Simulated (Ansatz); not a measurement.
One change: `[F][Zr]([SH])([SH])[SH]` becomes `[F][Ti]([SH])([SH])[SH]`.

Ansatz, PBE0-D4/def2-TZVP geometries, multiplicity 1. Each molecule was computed in one conformer, which needn't be the lowest.

Elements past krypton have def2 core potentials. Scalar relativity is left out up to krypton.

```tsv
property	`[F][Zr]([SH])([SH])[SH]`
HOMO energy (PBE/def2-TZVPP) / eV	-6.68
LUMO energy (ωB97M-V/def2-TZVPP) / eV	-0.16
HOMO energy (PBE0/def2-TZVPP) / eV	-7.86
LUMO energy (PBE0/def2-TZVPP) / eV	-2.19
size of the dipole moment (B3LYP/def2-TZVPP) / D	1.21
HOMO energy (B3LYP/def2-TZVPP) / eV	-7.60
```

Task: What does the change do to each property? (Best estimate.)

Result: Ansatz gave: 
| property | `[F][Ti]([SH])([SH])[SH]` | shift |
| --- | --- | --- |
| HOMO energy (PBE/def2-TZVPP) / eV | -6.74 | -0.06 |
| LUMO energy (ωB97M-V/def2-TZVPP) / eV | -0.86 | -0.70 |
| HOMO energy (PBE0/def2-TZVPP) / eV | -7.91 | -0.05 |
| LUMO energy (PBE0/def2-TZVPP) / eV | -2.96 | -0.77 |
| size of the dipole moment (B3LYP/def2-TZVPP) / D | 0.84 | -0.37 |
| HOMO energy (B3LYP/def2-TZVPP) / eV | -7.66 | -0.06 |

With PBE0 the HOMO falls by 0.05 eV and the LUMO falls by 0.77 eV, so the gap narrows by about 0.72 eV. PBE moves the HOMO by -0.06 eV and ωB97M-V by -0.04 eV. Dipoles are sizes alone; their direction can turn.

B3LYP here is the variant with VWN-RPA as its local correlation; programs differ in this.
